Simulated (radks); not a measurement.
Excited configurations of Fe III: one electron is placed in a higher orbital outside [Ar] 3d5. The ground configuration is [Ar] 3d6. Method: Dirac Kohn-Sham, LDA (Slater exchange, Perdew-Wang correlation), spin-unpolarised, spherical densities, finite nucleus; open shells fill j = l - 1/2 first; Fermi nuclear charge, rms radius 3.7377 fm; computed with a radial shooting solver on a logarithmic mesh with Libxc functionals. Excitation = E - E(ground); binding = E(ion) - E, where the ion is the core of charge +3; n* = 3/sqrt(2 binding) in atomic units, and the quantum defect is n - n*.

outer orbital  excitation (eV)  binding (eV)     n*  quantum defect  eigenvalue (eV)  <r> (bohr)
4s1/2                    7.377        27.052  2.128           1.872          -22.704       2.388
4f5/2                   26.658         7.770  3.970           0.030           -6.225       5.822
5p1/2                   24.032        10.397  3.432           1.568           -8.823       5.742
5d3/2                   27.110         7.319  4.090           0.910           -6.145       7.580
5f5/2                   29.278         5.151  4.876           0.124           -4.297       10.05
6s1/2                   27.178         7.250  4.110           1.890           -6.257       8.641
6p1/2                   28.113         6.316  4.403           1.597           -5.433       9.633
6d3/2                   29.611         4.818  5.041           0.959           -4.121       12.09
7p1/2                   30.171         4.257  5.363           1.637           -3.694       14.48
7d3/2                   31.017         3.412  5.991           1.009           -2.952       17.54
7f5/2                   31.728         2.701  6.734           0.266           -2.328       21.39

The Delta-SCF ionisation energy is 34.429 eV (NIST Atomic Spectra Database: 30.65 eV, measured). Self-interaction in the functional shifts the binding energies and quantum defects, so they are the method's values and not measured ones. Spin polarisation and multiplet splitting are left out, so open shells lie too high by an amount that depends on their filling.

Beside tabulated values, note that spin-unpolarised runs miss the spin-polarisation part of the exchange energy of open shells.
